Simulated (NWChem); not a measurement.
System: GaICl2; SMILES [Cl][Ga]([Cl])[I]

The following NWChem deck was run.

```
start job
memory heap 200 mb stack 900 mb global 1100 mb
geometry units angstroms
  Ga     0.554638    -0.500339     0.548277
  Cl     2.536010    -0.755996    -0.027711
  Cl    -0.249719    -1.306593     2.287816
  I     -0.943465     0.851115    -0.932606
end
basis spherical
  * library def2-svp
end
ecp
  I library def2-ecp
end
dft
  xc pbe0
  iterations 150
end
driver
  maxiter 120
end
task dft optimize
dft
  grid fine
  convergence energy 1d-8 density 1d-7
end
task dft freq numerical
```

def2 effective core potentials on I; no spin-orbit coupling.

The level has its own optimisation; frequencies are unscaled.

### Question
Predict the main results of this run. (PBE0/def2-SVP with def2 effective core potentials on I.) Quantities: r Cl–Ga (Å); r Ga–I (Å); highest harmonic frequency (cm⁻¹); lowest (cm⁻¹); zero-point energy (kcal/mol).

### Answer
| Property | Result |
|---|---|
| r Cl–Ga (Å) | 2.130 |
| r Ga–I (Å) | 2.456 |
| highest harmonic frequency (cm⁻¹) | 467 |
| lowest (cm⁻¹) | 91 |
| zero-point energy (kcal/mol) | 2.1 |
